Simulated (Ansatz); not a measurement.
Cartesian coordinates (Å):
SMILES: c12ncccc1cc(cc2F)B
```xyz
19

B      3.3673     0.3380    -0.6653
C      1.9407     0.0330    -0.1683
C      1.7112    -0.8103     0.9654
C      0.4389    -1.0779     1.4025
F      0.2450    -1.8648     2.4591
C     -0.7085    -0.5312     0.7507
N     -1.9437    -0.8269     1.2219
C     -2.9814    -0.3089     0.6014
C     -2.8873     0.5413    -0.5328
C     -1.6396     0.8507    -1.0234
C     -0.4876     0.3152    -0.3867
C      0.8349     0.5784    -0.8208
H      3.5284     1.0528    -1.6244
H      4.3263    -0.1320    -0.1038
H      2.5532    -1.2541     1.5003
H     -3.9704    -0.5631     1.0020
H     -3.7952     0.9337    -0.9953
H     -1.5159     1.5007    -1.8936
H      0.9838     1.2255    -1.6890
```
Charge 0, multiplicity 1.

Computed with frozen-core CCSD(T)/cc-pVDZ // B3LYP-D3(BJ)/def2-SVP (Ansatz, an electronic-structure program). The restricted HF reference is unstable towards unrestricted orbitals.

```
Quantity                       Result
----------------------  -------------
HF energy               -523.48735 Ha
MP2 correlation energy    -1.57687 Ha
```

### Question
Estimate the CCSD correlation energy, the (T) correction, the total energy and the T1 diagnostic.

### Answer

| Item | Result |
|---|---|
| CCSD correlation energy | -1.62844 Ha |
| (T) correction | -0.07232 Ha |
| CCSD(T) total energy | -525.18812 Ha |
| T1 diagnostic | 0.012 |
